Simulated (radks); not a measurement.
Values are calculated unless marked as measured or tabulated.
All-electron atom: the selenium ion Se20+ in [Ne] 3s2 3p2.

Code: a radial shooting solver on a logarithmic mesh with Libxc functionals. Model: scalar-relativistic Kohn-Sham, PBE, spin-unpolarised, spherical densities, point nucleus.

Energy parts (hartree):
total: -2194.54264
kinetic: 2244.71630
electron-nucleus: -4815.88733
Hartree: 438.47371
exchange-correlation: -61.84532

Orbitals (lengths in bohr, moments of r in powers of bohr; r(90%) holds 90 % of the orbital's charge):
1s: occ. 2; eigenvalue (hartree) -490.3196; r(90%) 0.0788; <r^2> 0.002615
2s: occ. 2; eigenvalue (hartree) -88.82803; r(90%) 0.298; <r^2> 0.04406
2p: occ. 6; eigenvalue (hartree) -81.94904; r(90%) 0.274; <r^2> 0.03471
3s: occ. 2; eigenvalue (hartree) -32.16020; r(90%) 0.710; <r^2> 0.2719
3p: occ. 2; eigenvalue (hartree) -29.97331; r(90%) 0.708; <r^2> 0.2637

The highest occupied level is 3p at -815.62 eV. Summed over all electrons, <r^2> = 1.373 bohr^2, which gives a Langevin (diamagnetic) susceptibility term of -1.09 x 10^-6 cm^3/mol. For comparison, the ionisation energy in NIST's Atomic Spectra Database is 846 eV (semi-empirical). In exact Kohn-Sham theory the highest level is minus the ionisation energy, but local and semilocal functionals leave it too shallow, through self-interaction and a potential that decays too fast; potentials with the right tail come closer.

Beside tabulated values, note that spin-unpolarised runs miss the spin-polarisation part of the exchange energy of open shells.
